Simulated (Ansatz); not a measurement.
CH6O2SSi can be A, `CS[SiH](O)O`, or B, `OC(S)O[SiH3]`.

Calculated with Ansatz (gas phase, PBE0-D4/def2-TZVP geometries, no zero-point term in ΔE). CCSD(T)/CBS is the MP2 limit (def2-TZVPP, def2-QZVPP) plus CCSD(T) − MP2 in def2-TZVPP, frozen cores. Functionals use def2-TZVPP. B3LYP here is the variant with VWN-RPA as its local correlation; programs differ in this. Each species was taken in one conformer, which may not be the lowest.

Task: Which is lower in electronic energy at CCSD(T)/CBS, and by how much? (An estimate is asked.)

Result: Ansatz gave: A, by 321.1 kJ/mol.

Task: Give E(B) − E(A) in kJ/mol with HF/def2-TZVPP, r2SCAN-D4, B3LYP-D4, CCSD/def2-TZVPP, ωB97M-V, MP2/def2-TZVPP, CCSD(T)/def2-TZVPP. (An estimate is asked.)

Result: Ansatz gave: HF/def2-TZVPP 313.5, r2SCAN-D4 315.9, B3LYP-D4 308.6, CCSD/def2-TZVPP 313.0, ωB97M-V 312.0, MP2/def2-TZVPP 327.2, CCSD(T)/def2-TZVPP 311.2. None reverses the order clearly.

Largest T1 diagnostic: 0.012.

From PBE to PBE0 (25 % exact exchange), in def2-TZVPP and without D4, E(B) − E(A) moves by +8.3 kJ/mol.
